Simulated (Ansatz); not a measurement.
Cost and result for the atomization energy of `C[CH](C)[Al]([OH])[OH]` (15 atoms, 14 bonds).

| atom | x (Å) | y (Å) | z (Å) |
| --- | --- | --- | --- |
| C1 | 0.551 | -1.154 | 1.211 |
| C2 | 0.316 | -0.573 | -0.183 |
| C3 | -0.855 | -1.258 | -0.887 |
| Al4 | 0.157 | 1.376 | -0.173 |
| O5 | 0.921 | 2.250 | 1.066 |
| O6 | -0.719 | 2.127 | -1.420 |
| H7 | 1.403 | -0.691 | 1.715 |
| H8 | 0.738 | -2.234 | 1.161 |
| H9 | -0.321 | -1.011 | 1.857 |
| H10 | 1.220 | -0.772 | -0.779 |
| H11 | -1.790 | -1.121 | -0.335 |
| H12 | -0.688 | -2.339 | -0.967 |
| H13 | -1.017 | -0.869 | -1.895 |
| H14 | 0.926 | 3.200 | 1.156 |
| H15 | -0.842 | 3.067 | -1.526 |

The species carries charge 0 and has multiplicity 1. The structure was optimised at the PBE0-D4/def2-TZVP level. It is one conformer, not always the lowest. Program: Ansatz. All runs use 2 threads of an AMD EPYC 7R13 on a shared host and a share of an NVIDIA H100 80 GB. Times are those of one run each, without the atoms' runs, and a repeat can differ threefold. Electronic energies, without spin–orbit coupling; frozen cores. CCSD(T)/CBS adds CCSD(T) − MP2 in def2-TZVPP to the MP2 limit, and its time is that of the two runs behind it. T1 = 0.011. B3LYP takes the VWN-RPA correlation (the form of Gaussian; ORCA's B3LYP/G).

CCSD(T)/CBS is a level of theory with its own doubt, some kJ/mol a heavy atom from the limit and from the frozen cores, so smaller differences don't rank the functionals.

```
                             level  functions  wall time  atomization (kcal/mol)  difference from CCSD(T)/CBS  per bond
                PBE0-D4/def2-TZVPP        323       14 s                  1401.0                         -7.5      -0.5
                ωB97X-V/def2-TZVPP        323       14 s                  1404.4                         -4.1      -0.3
 B3LYP-D4/def2-TZVPP (with forces)        323       15 s                  1401.1                         -7.4      -0.5
   PBE-D4/def2-TZVPP (with forces)        323       16 s                  1423.6                         15.1       1.1
r2SCAN-D4/def2-TZVPP (with forces)        323       17 s                  1407.4                         -1.1      -0.1
  ωB97M-V/def2-TZVPP (with forces)        323       17 s                  1407.5                         -1.0      -0.1
                 B2PLYP/def2-TZVPP        323       20 s                  1390.4                        -18.1      -1.3
                    MP2/def2-QZVPP        625       21 s                  1419.0                         10.5       0.7
                CCSD(T)/def2-TZVPP        323       27 s                  1373.6                        -34.9      -2.5
                 CCSD(T)/CBS(def2)          –       48 s                  1408.5                          0.0       0.0
```

From PBE to PBE0 (25 % exact exchange), in def2-TZVPP and without D4, the atomization energy moves by −21.6 kcal/mol: exact exchange takes away binding that semilocal exchange gives to molecules. In def2-TZVPP, CCSD(T) changes the Hartree–Fock value by +336.6 kcal/mol (the triples alone add +18.2 kcal/mol) and MP2 by +361.2 kcal/mol; breaking electron pairs costs correlation energy, which Hartree–Fock lacks. The D4 term adds +10.9 kcal/mol with B3LYP and +5.8 kcal/mol with PBE0; it sums over pairs of atoms, weighted by their polarisabilities, and B3LYP, whose exchange is more repulsive, gets the larger term.
